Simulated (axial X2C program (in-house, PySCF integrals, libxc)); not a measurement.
## Nuclear properties of OSnO²⁺

Computed with an axial X2C code built on PySCF integrals: two-component X2C with atomic mean-field Coulomb and Gaunt terms, Gaussian nuclei, basis O dyall-av3z, Sn dyall-v3z with contracted cores.

O–Sn–O held linear, with bonds 1.937 and 1.937 Å (near the PBE0 minimum at charge 2 of the determinant lowest at the starting distance; the state shown can have its own minimum elsewhere, held linear; other orders of the atoms were not compared).

Input and command:
```json
{"zs": [8, 50, 8], "q": 2, "bas": ["dyall-av3z", "dyall-v3z", "dyall-av3z"], "r0": [1.87, 1.87], "symm": 1, "scan": ["PBE0", "HF", "B3LYP"], "levels": ["PBE0", "HF", "TPSSh"], "nst": 2}
```
```bash
python solin.py task.json out
```

Keys: zs atomic numbers; q charge; bas basis sets; r0 starting distance in Å; symm equal bonds; scan levels of the two-bond scan; levels methods; nst determinants followed.

Determinant lowest in the PBE0 search, Ω = 3 (⟨Sz⟩ = 1.00, ⟨Lz⟩ = 2.00 at PBE0), spin on the atoms O 0.52, Sn -0.04, O 0.52:

```csv
level,A∥/gI O (MHz),qzz O (a.u.),A∥/gI Sn (MHz),qzz Sn (a.u.)
PBE0,110,1.20,-159,-7.62
HF,120,1.38,-548,-10.52
TPSSh,104,1.11,-101,-6.97
```

Determinant 0.09 eV from it at PBE0 and this distance, Ω = 1 (⟨Sz⟩ = -1.00, ⟨Lz⟩ = 2.00 at PBE0), spin on the atoms O -0.51, Sn 0.03, O -0.51:

```csv
level,A∥/gI O (MHz),qzz O (a.u.),A∥/gI Sn (MHz),qzz Sn (a.u.)
PBE0,532,1.23,825,-7.80
HF,485,1.40,1860,-10.61
TPSSh,533,1.13,703,-7.18
```

A∥ (defined per Ω) follows by multiplying with gI = μI/(I μN); qzz is the electric field gradient, eQq0 = 234.96 MHz × Q/barn × qzz. The operators were transformed with the bare-nucleus X2C matrices; with these basis sets, hyperfine constants and field gradients can be off by tens of per cent, and where levels differ in sign neither size nor sign is settled.

(1) With gI(17O) = -0.7575, Q(17O) = -0.02558 barn (g factors from the IAEA table of nuclear moments by Stone; Q from Pyykkö, Mol. Phys. 2018), turn the PBE0 values of the first state into constants in MHz.

The molecule was held linear; bending was not examined, so a bent shape may lie lower.

Each state is one determinant with collinear spin, which with several unpaired electrons need not be a pure state. Unrestricted Hartree–Fock can overshoot spin polarisation at the nuclei. With several open shells hyperfine constants can be off by a factor of several. Open-shell Ω = 0 determinants with evenly filled partner blocks cannot be reached by this program, so the Ω shown need not be the lowest component. The search compared states at one distance, so a state with another bond length can lie lower. Where a field gradient or hyperfine factor spreads by more than a factor of two over the levels, a constant derived from it is not to be relied on. PBE0 term energies can be off by some tenths of an eV.

Results:

(1) A∥(17O) = 110 × -0.7575 = -83.3 MHz; eQq0(17O) = 234.96 × (-0.02558) × (1.20) = -7.21 MHz.
